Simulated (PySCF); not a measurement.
Compound: C₅H₂F₄O₂.
Bonds: F1–C2, C2–C3 (double), C3–O4, O4–C5, C5–C6 (double), C6–C7, C7–F8, C7–F9, C7–F10, C6–O11, C2–O11. Hydrogens: H12 on C3; H13 on C5.

Computed by this run: PySCF 2.14.0, PBE0-D3(BJ)/def2-SVP geometry optimisation, gas phase; density fitting, grid level 1; the optimiser is geomeTRIC in internal coordinates, started from a GFN2-xTB structure with every atom displaced at random (about 0.01 Å).

Step 0: E = -20141.2884 eV
```
atom  x, y, z in Å  |  force x, y, z in eV/Å
F1      2.4938   -1.2680   -1.2790   -1.357   1.013   0.817
C2      1.6292   -0.4620   -0.6267    0.176  -1.776  -1.031
C3      2.0037    0.6464   -0.0229    1.351   0.834   0.359
O4      1.1616    1.4695    0.6747   -1.967  -0.601  -0.059
C5     -0.1498    0.9957    0.6421    0.917   1.946   1.005
C6     -0.5257   -0.1071    0.0318    0.296  -1.451  -0.806
C7     -1.9239   -0.6273    0.0079   -1.379   0.060   0.368
F8     -2.4006   -0.7133   -1.2403    0.353  -0.064   0.344
F9     -2.0442   -1.8326    0.5782    0.421   0.229  -0.387
F10    -2.7596    0.1838    0.6957    0.606  -0.063  -0.338
O11     0.3445   -0.9512   -0.6610    0.500   0.535   0.177
H12     3.0421    1.0066    0.0092   -0.317  -0.329  -0.191
H13    -0.8652    1.6428    1.1802    0.401  -0.331  -0.257
```

Task: Estimate the geometry and energy of step 1. (The exact step hangs on the optimiser's Hessian estimate; all steps are aligned on step 0, rigid shifts and turns removed.)

Result: E = -20141.4165 eV, largest force 0.542 eV/Å
```
atom  x, y, z in Å  |  force x, y, z in eV/Å
F1      2.3425   -1.1923   -1.4125    0.508  -0.187   0.034
C2      1.6241   -0.4785   -0.5973   -0.477   0.159  -0.203
C3      2.0268    0.6409   -0.0015   -0.418   0.121   0.111
O4      1.1367    1.4288    0.7349    0.247  -0.241   0.044
C5     -0.1443    0.9949    0.7012    0.254  -0.160  -0.182
C6     -0.5124   -0.1423    0.1037   -0.124   0.049   0.015
C7     -1.9259   -0.6281   -0.0002    0.495   0.137  -0.102
F8     -2.2677   -0.7854   -1.2780   -0.140  -0.004  -0.009
F9     -2.0721   -1.8066    0.6000   -0.151  -0.021   0.060
F10    -2.7560    0.2502    0.5572   -0.153  -0.084   0.080
O11     0.3745   -0.9915   -0.5308   -0.105   0.089   0.147
H12     3.0323    1.0342   -0.0769    0.111   0.110  -0.025
H13    -0.8526    1.6588    1.1898   -0.046   0.034   0.030
```

The energy changes by -0.1281 eV. The first-order estimate −F·Δx gives -0.4285 eV and the mean of the old and new forces, exact on a quadratic surface, -0.1500 eV. The step makes an angle of 77° with the force vector and moves no atom by more than 0.215 Å.

The cost below is that of the whole optimisation. On an Arm Neoverse V2 with one thread, no GPU, shared host with 32 logical CPUs at a one-minute load of 8.4, this took 2.1 min wall and 0.66 GiB of memory at its peak.
